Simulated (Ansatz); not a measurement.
C$_{2}$H$_{3}$AlF$_{2}$O (`C=[C](O)[Al]([F])[F]`), relaxed with RKS PBE-D4/def2-SVP in the Gaussian-basis code of Ansatz from a rough embedded geometry. The force threshold is 0.03 eV/Å; the program also tests the step.

Charge 0, multiplicity 1.

Start:

```xyz
9

C    -0.180    1.573   -0.027
C     0.285    0.321    0.205
O     1.446    0.198    0.926
Al   -0.556   -1.312   -0.441
F     0.075   -2.929   -0.105
F    -2.169   -1.179   -1.375
H     0.308    2.411    0.327
H    -1.109    1.623   -0.576
H     1.900   -0.705    1.066
```

```
step  energy (eV)  largest force (eV/Å)  largest move (Å)
   1  -16179.9073                 3.242             0.000
   2  -16180.5360                 1.979             0.125
   3  -16180.6759                 0.620             0.200
   4  -16180.7506                 0.309             0.199
   5  -16180.7640                 0.185             0.126
   6  -16180.7664                 0.063             0.058
   7  -16180.7674                 0.070             0.033
   8  -16180.7676                 0.025             0.011
```

End:

```xyz
9

C    -0.197    1.498   -0.034
C     0.345    0.281    0.227
O     1.519    0.192    0.931
Al   -0.605   -1.279   -0.439
F     0.059   -2.785   -0.132
F    -2.033   -1.169   -1.293
H     0.287    2.429    0.308
H    -1.136    1.577   -0.601
H     1.761   -0.745    1.032
```

Run time 8.5 s (4 threads of an Arm Neoverse V2 on a shared host); peak host memory 0.16 GiB.
